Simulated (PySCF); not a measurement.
Compound: C9H17 (charge +1).
Numbering: `[CH3:1][CH2:2][CH2:3][C@H:4]1[CH2:5][CH2:6][C+:7]([CH3:8])[CH2:9]1` (hydrogens: H10, H11, H12 on C1; H13, H14 on C2; H15, H16 on C3; H17 on C4; H18, H19 on C5; H20, H21 on C6; H22, H23, H24 on C8; H25, H26 on C9)

A GFN2-xTB structure was refined with PBE0-D3(BJ)/def2-SVP geometry optimisation, gas phase in PySCF 2.14.0. Its GFN2-xTB values:

```
 coordinate  GFN2-xTB
     C1–H10   1.086 Å
     C2–H13   1.098 Å
     C2–H14   1.091 Å
     C3–H15   1.092 Å
     C3–H16   1.091 Å
     C4–H17   1.095 Å
     C5–H18   1.087 Å
     C5–H19   1.090 Å
     C6–H20   1.100 Å
     C6–H21   1.093 Å
      C7–C8   1.450 Å
      C7–C9   1.444 Å
     C8–H22   1.097 Å
     C8–H23   1.087 Å
     C9–H25   1.091 Å
     C9–H26   1.108 Å
   C1–C2–C3    111.2°
   C2–C3–C4    115.5°
   C3–C4–C5    116.0°
   C3–C4–C9    113.7°
   C4–C9–C7    105.9°
   C5–C4–C9    101.8°
   C6–C7–C8    124.5°
   C6–C7–C9    110.4°
C1–C2–C3–C4     -172°
C2–C3–C4–C5      -58°
C3–C4–C5–C6      158°
C5–C6–C7–C8     -176°
```

Problem. How do these coordinates change at the PBE0-D3(BJ)/def2-SVP level?

Solution. 
```tsv
coordinate	PBE0-D3(BJ)/def2-SVP (Å or °)	change
C6–H20	1.120	+0.020
C9–H26	1.125	+0.017
C8–H22	1.112	+0.015
C2–H14	1.104	+0.013
C1–H10	1.099	+0.013
C5–H19	1.102	+0.012
C3–H16	1.103	+0.012
C5–H18	1.098	+0.011
C3–H15	1.103	+0.011
C9–H25	1.101	+0.010
C4–H17	1.105	+0.010
C8–H23	1.097	+0.010
C2–H13	1.108	+0.010
C6–H21	1.102	+0.009
C7–C9	1.450	+0.006
C7–C8	1.455	+0.005
C1–C2–C3	112.5	+1.3
C3–C4–C9	114.7	+1.0
C6–C7–C9	109.3	-1.1
C3–C4–C5	116.9	+0.9
C6–C7–C8	125.4	+0.9
C4–C9–C7	106.7	+0.8
C2–C3–C4	116.1	+0.6
C5–C4–C9	101.5	-0.3
C1–C2–C3–C4	-179	-7
C5–C6–C7–C8	-173	+3
C3–C4–C5–C6	161	+3
C2–C3–C4–C5	-61	-3
```

The energy falls by 0.109 eV over 10 energy and gradient evaluations, the largest force component goes from 0.0170 to 3.7e-04 Eh/bohr, and the atoms move by 0.113 Å rms after alignment. The bond that changes most is C6–H20 (ring CH2 carbon to methylene hydrogen), which lengthens by 0.020 Å. Bonds longer at the end by more than 0.005 Å: 19 of 26; shorter: 0. Among the dihedrals that turn most is H18–C5–C6–H20, from -33° to -43°. Rotational constants go from 3460, 801.0, 731.3 to 3511, 786.6, 719.5 MHz.

The run used 211 basis functions and 59 SCF cycles in all. The run took about 10 min of CPU time (one thread, shared machine).

PBE0-D3(BJ)/def2-SVP frequencies: not computed here.

One conformer stands for the species.
